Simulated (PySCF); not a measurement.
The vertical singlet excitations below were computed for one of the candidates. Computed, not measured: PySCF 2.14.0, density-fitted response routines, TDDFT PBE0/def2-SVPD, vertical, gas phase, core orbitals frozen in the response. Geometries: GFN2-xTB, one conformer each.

```tsv
state	E (eV)	f
S1	2.79	0.0001
S2	6.25	0.0087
S3	6.99	0.0005
S4	7.39	0.0099
S5	7.40	0.042
S6	7.53	0.0008
```

Question: Which candidate is it?
A. `FC(F)(F)[C@H]1CCO[SiH2]1`
B. `C(F)(OC=C=O)(C)F`
C. `FC(F)(F)C=C1C=C1`
D. `CS(=O)(=O)COC(F)F`

Answer: B. Its S1, at 2.79 eV, is the lowest among the candidates; the nearest of the others has S1 at 4.61 eV. S1 is HOMO→LUMO (100%). Löwdin shares by element: HOMO carbon 55% or more, oxygen 39%; LUMO carbon 52% or more, oxygen 39%. At the same level the other candidates give, for their lowest levels:
- `FC(F)(F)C=C1C=C1`: 4.61 eV (f 0.013); 6.40 eV (f 0.000); 6.66 eV (f 0.000); 7.16 eV (f 0.009); 7.17 eV (f 0.567); T1 3.50 eV; HOMO -7.03, LUMO -1.29 eV
- `CS(=O)(=O)COC(F)F`: 7.45 eV (f 0.031); 7.70 eV (f 0.030); 8.11 eV (f 0.011); 8.30 eV (f 0.008); 8.32 eV (f 0.003); T1 6.89 eV; HOMO -8.63, LUMO 0.14 eV
- `FC(F)(F)[C@H]1CCO[SiH2]1`: 6.94 eV (f 0.002); 7.51 eV (f 0.028); 7.79 eV (f 0.024); 8.25 eV (f 0.005); 8.27 eV (f 0.005); T1 6.64 eV; HOMO -8.34, LUMO 0.04 eV

Conformer computed: `[CH3:1][C:2]([F:3])([F:4])[O:5][CH:6]=[C:7]=[O:8]`: C1–C2–O5–C6 180°, C2–O5–C6–C7 -1°.
Triplets come from the Tamm–Dancoff approximation.

Without π bonds the low states may be Rydberg-like; a valence basis with one diffuse set may place them up to an eV too high.
